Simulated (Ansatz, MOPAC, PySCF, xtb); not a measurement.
Dimer: H2S (SMILES S) (first 3 atoms) with CH3Cl (SMILES CCl); geometry from B3LYP-D3(BJ)/def2-TZVP, rigid monomers moved along the line of their centres of mass till H3···Cl5 is 3.12 Å.
(charge 0, multiplicity 1):
| atom | x (Å) | y (Å) | z (Å) |
|---|---|---|---|
| S | -0.3163 | 0.1178 | -0.4573 |
| H | -0.2298 | 1.4346 | -0.2098 |
| H | 0.5931 | -0.1789 | 0.4881 |
| C | -0.7545 | -0.7839 | 3.6928 |
| Cl | 1.0357 | -0.7161 | 3.5315 |
| H | -1.1859 | -0.5489 | 2.7241 |
| H | -1.0263 | -1.7873 | 4.0055 |
| H | -1.0527 | -0.0545 | 4.4394 |

Monomers are frozen at their geometry in the pair; levels with a basis set take the counterpoise correction.

The state that PM3 reach isn't checked.

Codes used: Ansatz (a first-principles code); MOPAC for PM3 (differences of heats of formation); PySCF for the dispersion terms; xtb for the GFN methods. 

**Question.** One of these levels gives -6.4 kJ/mol for the interaction energy. Name it.
(A) PBE-D3(BJ)/def2-TZVPPD
(B) GFN-FF
(C) PM3

**Answer.** B, GFN-FF. The others give -2.5 (PM3), -10.0 (PBE-D3(BJ)/def2-TZVPPD)
